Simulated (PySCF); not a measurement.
Compound: C4H14Si2.
SMILES: `C(CC)C([SiH3])[SiH3]`

Torsions of this conformer, `[CH3:1][CH2:2][CH2:3][CH:4]([SiH3:5])[SiH3:6]`: C1–C2–C3–C4 -176°, C2–C3–C4–Si5 175°.

The closed-shell ground state was solved at several levels (PySCF, density fitting, gas phase, non-relativistic). Isolated species at its PBE0-D3(BJ)/def2-SVP geometry (one conformer only).

```
              level  basis functions  total energy (Eh)  HOMO (eV)  LUMO (eV)  gap (eV)  dipole (D)
 CAM-B3LYP/pcSseg-1              186          -739.7003      -9.54       1.56     11.10        1.04
CAM-B3LYP/def2-SVPD              240          -739.4474      -9.49       1.10     10.59        1.07
```

Q: Estimate the row for PBE0/pcSseg-1, a basis of 186 functions; the other rows only guide the guess.

A: Total energy -739.3390 Eh, HOMO -8.22 eV, LUMO 0.54 eV, gap 8.76 eV, dipole 1.10 D.

Q: Over all these levels, which gives the widest orbital gap and which the narrowest?

A: CAM-B3LYP/pcSseg-1 (range-separated hybrid) has the widest, 11.10 eV, and PBE0/pcSseg-1 (global hybrid, 25 % exact exchange) the narrowest, 8.76 eV. The two share the basis. From the narrowest to the widest the HOMO moves by -1.32 eV and the LUMO by +1.02 eV.

Q: How far do the dipole and the HOMO energy spread over the levels?

A: The dipole runs from 1.04 to 1.10 D (mean 1.07 D) and the HOMO from -9.54 to -8.22 eV.
